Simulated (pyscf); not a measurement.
## `[CH3][CH2][O][SiH2][O][SiH3]`, singlet

Gas-phase minimum from PySCF at ωB97X-D3(BJ)/def2-SVP, one conformer. 

```
O
C 1 1.4155
H 2 1.1020 1 106.92
H 2 1.1068 3 106.77 1 117.11
C 2 1.5215 3 110.26 4 119.33
H 5 1.1013 2 110.36 3 -56.81
H 5 1.1013 6 108.40 2 -121.42
H 5 1.1027 6 107.76 7 -117.08
Si 1 1.6559 2 126.75 3 -167.18
O 9 1.6596 1 110.26 2 -44.87
Si 10 1.6601 9 139.71 1 -37.63
H 9 1.4836 1 105.61 2 -164.82
H 9 1.4858 12 111.23 1 122.13
H 11 1.4875 10 109.11 9 -144.74
H 11 1.4917 14 109.27 10 119.70
H 11 1.4924 14 109.59 15 119.21
```

Properties at ωB97X-D3(BJ)/def2-SVP:

```json
{
 "harmonic_wavenumbers_unscaled": "20, 48, 79, 83, 106, 162, 290, 372, 444, 617, 702, 740, 746, 762, 769, 810, 934, 952, 967, 975, 995, 1025, 1100, 1116, 1183, 1221, 1321, 1390, 1435, 1472, 1485, 1515, 2252, 2258, 2280, 2284, 2301, 3048, 3065, 3121, 3160, 3170 cm⁻¹",
 "zero_point_energy": "75.4 kcal/mol",
 "rotational_symmetry_number": "1",
 "Entropy of this conformer at 298 K and 1 atm, rigid rotor and harmonic oscillator, modes under 100 cm⁻¹ raised to 100": "396.0 J/(mol K)",
 "dipole_moment": "1.29 D"
}
```

Single-point totals, which compare only within one level:

```
level                   total energy (hartree)
----------------------  ----------------------
ωB97X-D3(BJ)/def2-TZVP              -812.02827
PBE/def2-TZVP                       -811.30508
r²SCAN/def2-TZVP                    -811.71803
B3LYP-D3(BJ)/def2-TZVP              -811.97411
PBE0-D3(BJ)/def2-TZVP               -811.39653
M06-2X/def2-TZVP                    -811.75932
ωB97M-D3(BJ)/def2-TZVP              -812.03577
```

The lowest mode is so soft that the shape along it may change with the basis. Soft torsions are taken as harmonic, which can shift the entropy by several J/(mol K).
